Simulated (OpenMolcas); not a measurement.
**4f11 along the 65-electron sequence**

| Property | Result |
| --- | --- |
| Program | OpenMolcas 26.06 |
| Method | XMS-CASPT2, IPEA 0.25 Eh, imaginary shift 0.1 Eh |
| Basis | ANO-RCC-VTZP |
| Scalar Hamiltonian | DKH2, point nucleus |
| Spin-orbit coupling | state interaction with AMFI integrals over the reference wave functions, term energies averaged over their components |

Active space for each ion: 11 electrons in 7 orbitals (4f); closed shells correlated by CASPT2: 5s 5p.

Computed levels in cm-1 above 4I* 15/2:

| Level | Ho2+ | Er3+ | Tm4+ |
| --- | --- | --- | --- |
| 4I* 13/2 | 5570 | 6600 | 7750 |
| 4I* 11/2 | 8940 | 10440 | 12000 |
| 4I* 9/2 | 11250 | 12940 | 14550 |
| 4F* 9/2 | 14600 | 16460 | 18290 |
| 4S* 3/2 | 18020 | 20270 | 22350 |
| 2H* 11/2(1) | 18420 | 20740 | 22940 |
| 4F* 7/2 | 19390 | 22040 | 24620 |
| 4F* 5/2 | 21030 | 23890 | 26650 |
| 4F* 3/2 | 21380 | 24250 | 27020 |
| weight of 4I* in the lowest level (%) | 98 | 97 | 97 |

Mixed levels, with the weight of the term that names them: Ho2+ 4I* 9/2 (71 %), Ho2+ 4F* 9/2 (68 %), Ho2+ 2H* 11/2(1) (62 %), Ho2+ 4F* 3/2 (70 %), Er3+ 4I* 9/2 (63 %), Er3+ 4F* 9/2 (64 %), Er3+ 4S* 3/2 (72 %), Er3+ 2H* 11/2(1) (58 %), Er3+ 4F* 3/2 (66 %), Tm4+ 4I* 9/2 (52 %), Tm4+ 4F* 9/2 (58 %), Tm4+ 4S* 3/2 (67 %), Tm4+ 2H* 11/2(1) (53 %), Tm4+ 4F* 3/2 (61 %).

Measured, with the error of the calculation in %. Measured levels: Ho2+ from Martin, Zalubas and Hagan, Atomic Energy Levels: The Rare-Earth Elements, NSRDS-NBS 60 (1978); whole-number values converted from NIST levels in rydberg listed in Nahar, Atoms 12, 24 (2024); Er3+ from the list in Tchang-Brillet, Wyart, Meftah and Ait Mammar, Atoms 6, 52 (2018).

```json
{"Level": "4I* 13/2", "Ho2+": "5439 (+2.4)", "Er3+": "6508 (+1.4)"}
{"Level": "4I* 11/2", "Ho2+": "8644 (+3.5)", "Er3+": "10172 (+2.6)"}
{"Level": "4I* 9/2", "Ho2+": "10770 (+4.4)", "Er3+": "12469 (+3.8)"}
{"Level": "4F* 9/2", "Ho2+": "13330 (+9.6)", "Er3+": "15405 (+6.8)"}
{"Level": "2H* 11/2(1)", "Ho2+": "16891 (+9.1)", "Er3+": "19332 (+7.3)"}
{"Level": "4F* 7/2", "Ho2+": "17867 (+8.5)", "Er3+": ""}
{"Level": "4F* 5/2", "Ho2+": "19375 (+8.6)", "Er3+": ""}
```

The fine-structure level 4I* 9/2 changes by a factor of 1.29 from Ho2+ to Tm4+. Its fourth root runs 10.30, 10.67, 10.98, with steps per unit of Z of 0.37, 0.32; equal steps would mean a (Z - σ)^4 law with constant σ.

4F* 9/2 changes by a factor of 1.25 over the same range, with steps per unit of Z of +1860, +1830 cm-1.

CASPT2 breaks the degeneracy within a term, and the mean is taken; among the terms shown or strongly mixed into the levels shown the widest spread is 410 cm-1 (4f11 2H*(1), Ho2+). High states are left out of the spin-orbit mixing, which shifts the levels that they would mix with. The CASPT2 spread within a term exceeds the gap to the next term for 4f11 2P* and 4f11 2D*(1), so the order of their levels is uncertain, and so are names and mixing where such terms share a J (figures for Ho2+; the like holds for Er3+, Tm4+). Some levels mix across a computed gap that differs much from the measured one, so their mixing is not that of the real levels (holds for Ho2+). Computed and measured levels are paired by configuration, term and J; levels that our copy of the source lacks, or whose pairing is in doubt (as where it misses far off the trend of its configuration), stay unpaired and out of the deviations. Only configurations of the active space appear.

A number in round brackets counts repeated terms of one configuration in the order of the reference energies. * marks odd parity.
